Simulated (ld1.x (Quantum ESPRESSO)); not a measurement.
# LDA (PZ) RRKJ dataset for platinum (Pt), fully relativistic all-electron reference.

```json
{
 "Element": "platinum (Pt)",
 "Generator": "ld1.x (Quantum ESPRESSO) 7.5",
 "Type": "norm-conserving RRKJ (Kleinman–Bylander form)",
 "Functional": "LDA (PZ)",
 "Relativity": "fully relativistic",
 "Frozen core": "[Xe] 4f14",
 "Valence charge": "10",
 "Reference configuration": "5d9 6s0.75 6p0.25",
 "Partial waves": "6s (bound): rc 2.35 bohr; 6p (bound): rc 3.85 bohr; 5d (bound): rc 1.30 bohr",
 "Local potential": "all-electron potential smoothed inside 3.55 bohr (lloc = -2)",
 "Core correction": "Bessel-smoothed model core, default radius (core density twice the valence density)",
 "rho0": "0.005"
}
```

Open shells are filled in proportion to 2j + 1 (rel_dist='average').

(1) Estimate the cutoffs (Ry, on a coarse ladder) from which the occupation-weighted sum of valence levels, in a spherical-Bessel basis at the reference potential, stays within 10 and 1 mRy of its value at 400 Ry.

(2) What does a ghost test show?

(3) Which valence shell sets the plane-wave cutoff?

(4) Tests: 5d9 6s1 6p0; 5d9 6s0 6p0; 5d8 6s0 6p0; 5d8 6s1 6p1; 5d8 6s1 6p0; 5d9 6s0.5 6p0; 5d9.5 6s0.5 6p0. Which has the largest error in its energy relative to the reference configuration, and how large is it?

## Answers

(1) 100 Ry and 140 Ry.

(2) Ghost state, extra bound levels that the all-electron valence spectrum of the same l lacks: s at -20.1 eV. A true bound ghost makes a file unfit for plane-wave use.

(3) 5d: its level needs 100 Ry to come within 1 mRy, against 30 Ry for 6s.

(4) 5d8 6s1 6p0, with -177 meV (all-electron minus pseudo) on +10.20 eV.
